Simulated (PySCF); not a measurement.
HfO, SMILES [O]=[Hf], multiplicity 1. The structure is a stationary point at PBE-D3(BJ)/def2-TZVPD. The spin state was assumed, not searched. The def2 effective core potentials stand for the cores of Hf; spin–orbit coupling is left out.

Method: PBE-D3(BJ)/def2-TZVPD run with PySCF.

Harmonic wavenumbers (cm⁻¹): 953. Rotational constants (GHz): 11.38 (linear); symmetry number 1.

**Question.** Work out the zero-point energy and the ideal-gas rigid-rotor harmonic-oscillator thermochemistry at 298.15 K and 1 atm.

**Answer.** ZPE = ½ Σ hcν = ½ × 953 cm⁻¹ = 1.36 kcal/mol. H − E(el) = 3.46 kcal/mol. Entropy in cal/(mol K): translation 41.70, rotation 14.51, vibration 0.11, total 56.32. G − E(el) = -13.33 kcal/mol. Cp = 7.39 cal/(mol K).
